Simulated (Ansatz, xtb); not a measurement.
# Relative energy of two structures of CHFInO

Structure a is a doublet given by its coordinates and structure b is `F[CH][O][In]`, a doublet. Both are isolated molecules in the gas phase, relaxed with BLYP-D3(BJ)/def2-SVP; the shapes shown needn't be the lowest conformers.

a (Å):

```xyz
5

C    -0.7498   -2.7700   -1.1660
F    -2.0900   -3.0655   -1.2752
In    0.7826   -4.0737   -3.0208
O    -0.1846   -2.0873   -2.0641
H    -0.4301   -2.8319   -0.1033
```

Close contacts (Å): C1–F2 1.38, C1–In3 2.74, C1–O4 1.26, In3–O4 2.41, C1–H5 1.11.

b (Å):

| atom | x (Å) | y (Å) | z (Å) |
| --- | --- | --- | --- |
| C | -0.6405 | -2.7545 | -0.8519 |
| F | -1.7689 | -3.5144 | -0.9459 |
| In | 0.5061 | -3.7606 | -3.8543 |
| O | 0.1989 | -2.7572 | -1.7718 |
| H | -0.5867 | -2.1802 | 0.0905 |

Problem. Estimate which is lower in electronic energy at CCSD(T)/def2-SVP + ΔMP2/def2-TZVPP, and by roughly how much.

Solution. Not settled: CCSD(T)/def2-SVP + ΔMP2/def2-TZVPP gives E(b) − E(a) = +5.8 kcal/mol, but this leans on the basis-set step: CCSD(T) alone gives −0.6 kcal/mol.

How the difference moves with the method:

| level | geometry | E(b) − E(a) (kcal/mol) | departure from the last row (kcal/mol) | job, with rough time for the two |
| --- | --- | --- | --- | --- |
| BLYP-D3(BJ)/def2-SVP | BLYP-D3(BJ)/def2-SVP | −1.7 | −7.5 | optimisation, 47 s |
| HF/def2-SVP | BLYP-D3(BJ)/def2-SVP | −0.4 | −6.2 | part of the CCSD(T) run |
| MP2/def2-SVP | BLYP-D3(BJ)/def2-SVP | −1.5 | −7.3 | part of the CCSD(T) run |
| CCSD(T)/def2-SVP | BLYP-D3(BJ)/def2-SVP | −0.6 | −6.4 | single point |
| CCSD(T)/def2-SVP + ΔMP2/def2-TZVPP | BLYP-D3(BJ)/def2-SVP | +5.8 |  | single point, 70 s |

BLYP-D3(BJ)/def2-SVP, MP2/def2-SVP, CCSD(T)/def2-SVP put the two in the other order. HF/def2-SVP finds them nearly level. The largest departure from CCSD(T)/def2-SVP + ΔMP2/def2-TZVPP is that of BLYP-D3(BJ)/def2-SVP, 7.5 kcal/mol. Levels run at GFN2-xTB geometries aren't shown. The last row adds to CCSD(T) the change of the MP2 difference between the two basis sets, here +6.4 kcal/mol, a large step that makes the value less sure.

With harmonic frequencies from BLYP-D3(BJ)/def2-SVP (ideal gas, rigid rotor, one conformer each, 298.15 K, 1 atm): on the last row, ΔE + ΔZPE = +5.6 kcal/mol. A mode under 50 cm⁻¹ makes harmonic enthalpies and free energies unreliable, so none is given.

Open shells are spin-unrestricted. The correlated steps freeze 7 core orbitals; the filled d shell of In is correlated, in a basis made for valence electrons. Atoms past krypton carry core potentials in the def2 sets and no spin–orbit term is included. Codes used: Ansatz 0.2.0; the last row on 1 thread of Intel(R) Xeon(R) 6975P-C (Granite Rapids) on a shared host.
